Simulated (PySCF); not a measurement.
## Electron correlation in Hg (mercury, neutral)

[Xe] 4f14 5d10 6s1 6d1, high-spin 3D determinant (an excited configuration). Calculation: PySCF 2.14, in aug-cc-pVTZ-PP with ECP60MDF (6s6p5d3f2g, 88 functions); scalar relativity through the core potential. Frozen: 5s2 5p6; 12 electrons correlated.

MP2 pair energies summed by pair of shells (mhartree):

| pair | energy | share (%) |
| --- | --- | --- |
| 5d-5d | -331.43 | 83.8 |
| 5d-6s | -57.78 | 14.6 |
| 5d-6d | -4.47 | 1.1 |
| 6s-6d | -1.69 | 0.4 |

Total MP2 correlation energy: -395.37 mhartree.

Same-spin part -140.83 and opposite-spin part -254.54 mhartree; SCS-MP2 scales them by 1/3 and 6/5 to -352.40 mhartree.
